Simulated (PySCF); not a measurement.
ClF2H3Si2, SMILES F[SiH](F)[SiH2]Cl.

Geometry: PBE0-D3(BJ)/def2-SVP. This is a generated structure with no PubChem entry under its InChIKey; it may be hypothetical. One conformer was computed; it need not be the lowest.

Two levels are set side by side: TDA-PBE/def2-SVPD (PySCF) and TDA-CAM-B3LYP/def2-SVPD (PySCF). Vertical, same geometry. The lowest singlet is HOMO→LUMO 98 % with PBE and HOMO→LUMO 96 % with the other functional; states are paired by order. Differences are taken from unrounded values.

```tsv
quantity	TDA-CAM-B3LYP
lowest singlet excitation (eV)	6.26
lowest triplet excitation (TDA) (eV)	5.57
first bright state (f over 0.05) (eV)	7.88
its oscillator strength	0.07
```

Q: What does TDA-PBE give, and how far is it from TDA-CAM-B3LYP? (Estimate from the structure and the level; the computed values follow.)

A: 
```
quantity                               TDA-PBE  TDA-PBE minus TDA-CAM-B3LYP
-------------------------------------  -------  ---------------------------
lowest singlet excitation (eV)            5.52                        -0.74
lowest triplet excitation (TDA) (eV)      4.94                        -0.62
first bright state (f over 0.05) (eV)     7.08                        -0.81
its oscillator strength                   0.06                        -0.01
```

A lower first singlet is the usual sign of a functional without exact exchange. Differences between two approximate levels are no errors against the true value.

Rough cost on one machine, each run with all the roots and properties that it gave: TDA-CAM-B3LYP against TDA-PBE about 3 times.
